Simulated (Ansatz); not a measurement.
Start from `[OH][Zn][O][SiH3]` and change one atom or group to get `[NH2][Zn][O][SiH3]`.

Ansatz, PBE0-D4/def2-TZVP geometries, multiplicity 1. Each molecule was computed in one conformer, which needn't be the lowest.

Scalar relativity is left out up to krypton.

| property | `[OH][Zn][O][SiH3]` |
| --- | --- |
| HOMO energy (PBE0/def2-TZVPP) / eV | -8.30 |
| size of the dipole moment (ωB97M-V/def2-TZVPP) / D | 1.65 |
| LUMO energy (B3LYP/def2-TZVPP) / eV | -1.65 |
| HOMO–LUMO gap (B3LYP/def2-TZVPP) / eV | 6.44 |
| HOMO–LUMO gap (PBE/def2-TZVPP) / eV | 4.57 |
| LUMO energy (ωB97M-V/def2-TZVPP) / eV | 0.31 |

(1) Give the same properties after the change, and the shifts. (Best estimate.)

Results:

(1) Computed: 
```tsv
property	`[NH2][Zn][O][SiH3]`	shift
HOMO energy (PBE0/def2-TZVPP) / eV	-7.34	0.96
size of the dipole moment (ωB97M-V/def2-TZVPP) / D	2.28	0.63
LUMO energy (B3LYP/def2-TZVPP) / eV	-1.24	0.41
HOMO–LUMO gap (B3LYP/def2-TZVPP) / eV	5.88	-0.56
HOMO–LUMO gap (PBE/def2-TZVPP) / eV	4.20	-0.37
LUMO energy (ωB97M-V/def2-TZVPP) / eV	0.60	0.29
```

With PBE0 the HOMO rises by 0.96 eV and the LUMO rises by 0.40 eV, so the gap narrows by about 0.56 eV. PBE moves the HOMO by 0.81 eV and ωB97M-V by 0.92 eV. The zero-point energy changes by 31.8 kJ/mol with +3 modes. Dipoles are sizes alone; their direction can turn.

B3LYP here is the variant with VWN-RPA as its local correlation; programs differ in this.
